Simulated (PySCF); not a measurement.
Write Cartesian coordinates for `C=C[Si](C=C)(OC(C)=O)OC(C)=O` (Si(vinyl)2(OAc)2) as optimised with PBE0-D3(BJ)/def2-SVP.

```
atom  x, y, z in Å
Si1    0.3073   -0.0691    0.2811
C2     0.2735   -0.0901    2.1297
C3    -0.3839   -1.0204    2.8319
H4     0.8164    0.7019    2.6588
H5    -0.9436   -1.8201    2.3359
H6    -0.3944   -1.0190    3.9276
C7     1.9827   -0.2586   -0.4718
C8     3.0712   -0.4917    0.2696
H9     2.0707   -0.1921   -1.5622
H10    3.0225   -0.5702    1.3616
H11    4.0636   -0.6132   -0.1783
O12   -0.5169    1.2883   -0.3597
C13   -0.0459    2.5059   -0.0711
C14   -0.8189    3.5999   -0.7396
O15    0.9054    2.6663    0.6545
H16   -0.4095    4.5758   -0.4575
H17   -1.8786    3.5307   -0.4542
H18   -0.7702    3.4660   -1.8304
O19   -0.7384   -1.3412   -0.1635
C20   -0.9357   -1.6848   -1.4464
C21   -1.9188   -2.8077   -1.5838
O22   -0.3755   -1.1369   -2.3591
H23   -2.0482   -3.0659   -2.6403
H24   -2.8817   -2.5087   -1.1442
H25   -1.5630   -3.6814   -1.0182
```

Any rigid rotation of these coordinates is as good. Atoms count from 1 in this order. The C–C distances run from 1.338 Å (C7–C8) to 1.499 Å (C20–C21), a spread of 0.161 Å. Si1 (silicon bonded to 2 C and 2 O) is distorted tetrahedral (angles from 101.5° to 115.0°). The 4 C–O bonds span 1.203 Å (C20–O22) to 1.343 Å (O19–C20), a spread of 0.140 Å. Of the pairs four or more bonds apart, H5···O19 is among the closest relative to their van der Waals radii: 2.55 Å, 94 % of the sum of Bondi's values.

Bonds between heavy atoms (Å): Si1–C2 1.849, Si1–C7 1.846, Si1–O12 1.713, Si1–O19 1.706, C2–C3 1.338, C7–C8 1.338, O12–C13 1.337, C13–C14 1.497, C13–O15 1.207, O19–C20 1.343, C20–C21 1.499, C20–O22 1.203.

Computed, not measured: PySCF 2.14.0, PBE0-D3(BJ)/def2-SVP geometry optimisation, gas phase.

Point group: C1 (no symmetry element, even within 0.4 Å). No PBE0-D3(BJ)/def2-SVP frequencies stand behind this structure, so it isn't proved a minimum. One conformer, not necessarily the lowest (C7–Si1–C2–C3 -118°, C2–Si1–C7–C8 5°, C2–Si1–O12–C13 63°, C2–Si1–O19–C20 -177°, Si1–C2–C3–H 0° and 180°).

Time: 15 min wall, 35 min CPU; peak memory 1.8 GiB. Hardware: 2 threads of an Intel Xeon Platinum 8259CL at 2.50 GHz, shared host with 96 logical CPUs at a one-minute load of 45. This is the geometry optimisation.
